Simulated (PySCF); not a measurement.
An unknown gives this computed stick spectrum. Level of theory: TDDFT CAM-B3LYP/def2-SVPD, vertical, gas phase, core orbitals frozen in the response in PySCF 2.14.0, density-fitted response routines. Geometries: GFN2-xTB, one conformer each.

```
state  E (eV)       f  main configurations (H = HOMO, L = LUMO)
   S1    3.64   0.010                                 H→L (99%)
   S2    5.45   0.449                               H-1→L (93%)
   S3    6.37  0.0000                               H-2→L (97%)
   S4    6.92  0.0013                  H→L+1 (80%), H→L+2 (10%)
   S5    7.31  0.0032                               H-3→L (90%)
   S6    7.33   0.443                  H→L+3 (77%), H-4→L (16%)
   S7    7.60   0.016    H→L+4 (57%), H→L+2 (18%), H-1→L+1 (9%)
   S8    7.60  0.0017      H-5→L (66%), H-7→L (17%), H-9→L (8%)
```

Orbital energies (eV): HOMO-3 -12.38, HOMO-2 -11.89, HOMO-1 -9.36, HOMO -8.38, LUMO -1.49, LUMO+1 1.25, LUMO+2 1.75.

**Question.** Which structure fits? All have the formula C7H5F3.
A. `C=C(C(F)=C)C#CC(F)F`
B. `C=C1C=CC(C(F)(F)F)=C1`
C. `C#CCC(=C)C(=C(F)F)F`

**Answer.** B. Its S1, at 3.64 eV, is the lowest among the candidates; the nearest of the others has S1 at 5.39 eV. S1 is HOMO→LUMO (99%). Löwdin shares by element: HOMO carbon 85% or more; LUMO carbon 66% or more (atoms not listed hold the other 34%). At the same level the other candidates give, for their lowest levels:
- `C#CCC(=C)C(F)=C(F)F`: 5.85 eV (f 0.503); 6.36 eV (f 0.003); 6.40 eV (f 0.020); 6.50 eV (f 0.040); 6.86 eV (f 0.001); T1 3.27 eV; HOMO -8.39, LUMO -0.13 eV
- `C=C(F)C(=C)C#CC(F)F`: 5.39 eV (f 0.378); 5.58 eV (f 0.037); 5.81 eV (f 0.093); 5.97 eV (f 0.005); 6.67 eV (f 0.115); T1 2.99 eV; HOMO -8.65, LUMO -0.92 eV

The values belong to the conformer `[CH2:1]=[C:2]1[CH:3]=[CH:4][C:5]([C:6]([F:7])([F:8])[F:9])=[CH:10]1`: C4–C5–C6–F7 60°.
Triplets come from the Tamm–Dancoff approximation.
